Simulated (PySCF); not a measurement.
# Se²⁺: excitation energy

Se²⁺ [Ar] 3d10 4s2 4p2 (3P) → Se²⁺ [Ar] 3d10 4s2 4p1 4d1 (high-spin determinant), as a difference of total energies. Computed with PySCF 2.14 in aug-cc-pVDZ-PP with ECP10MDF, with a scalar-relativistic core potential. Correlated levels: valence: 3s2 3p6 3d10 frozen. The calculations carry no spin-orbit coupling.

```tsv
method	excitation energy (eV)
UHF	16.202
LDA	15.091
PBE	14.880
r2SCAN	15.542
PBEsol	14.957
CAM-B3LYP	15.484
M06-2X	15.273
MP2 (valence)	15.980
SCS-MP2 (valence)	15.905
```

Question: Estimate what wB97X-V gives.

Answer: 15.549 eV, closest to r2SCAN among the rows shown.

Question: Estimate what PBE0 gives.

Answer: 15.297 eV, closest to M06-2X among the rows shown.

The promoted electron is Rydberg-like, and one or two diffuse shells describe it only roughly, which tends to raise the upper state.

The determinant of the upper state mixes LS terms, which raises its energy above the lowest term, most at the Hartree-Fock and MP2 levels.
